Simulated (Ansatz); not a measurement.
`CC(Cl)[CH2][AlH2]` + `CC#N` → `N#C[CH2][AlH2]` + `CC(C)Cl` at 400 K and 1 bar (formal exchange of groups at the Al–C bond).

Gas-phase electronic energies from Ansatz, PBE0-D4/def2-TZVP geometries. CCSD(T)/CBS adds triple-zeta CCSD(T) − MP2 to the extrapolated MP2 energy (def2 sets, frozen cores). This one scheme is used for every species. Each species was taken in one conformer, which may not be the lowest.

```csv
species,CCSD(T)/CBS energy (Eh),H − E (kJ/mol),S (J/(mol·K))
`CC(Cl)[CH2][AlH2]`,-820.75766,291.2,400.9
`CC#N`,-132.59492,136.8,258.6
`N#C[CH2][AlH2]`,-375.19563,154.4,344.9
`CC(C)Cl`,-578.16231,274.6,330.0
```

H − E and S are ideal-gas, rigid-rotor, harmonic terms from PBE0-D4/def2-TZVP, for one conformer and one mirror image of each species. 1 Eh = 2625.50 kJ/mol, R = 8.31446 J/(mol·K).

**Question.** By hand: ΔE, ΔH, ΔS and ΔG.

**Answer.** ΔE = (-375.19563) + (-578.16231) − (-820.75766) − (-132.59492) = -0.00536 Eh = -14.1 kJ/mol. Δ(H − E) = 154.4 + 274.6 − 291.2 − 136.8 = 1.0, so ΔH = -13.1 kJ/mol. ΔS = 344.9 + 330.0 − 400.9 − 258.6 = 15.4 J/(mol·K). ΔG = -13.1 − 400 × (15.4)/1000 = -19.3 kJ/mol.

**Question.** By hand: the equilibrium constant, and the temperature at which ΔG would vanish if ΔH and ΔS stayed fixed.

**Answer.** log₁₀ K = −ΔG/(RT ln 10) = 2.5. ΔH and −TΔS have one sign here, so there is no such temperature.

TΔS isn't small against ΔH here. A doubt of 5 kJ/mol in ΔE shifts log₁₀ K by 0.7 here. Other conformers and mirror images would add mixing entropy, several J/(mol·K) or more a flexible species. Modes under 60 cm⁻¹, often nearly free rotors, make the harmonic entropy too high. These are equilibria of isolated gas molecules and say nothing of rates. Largest T1 diagnostic: 0.013 (customary marks: 0.02 for closed shells, 0.045 for open ones).
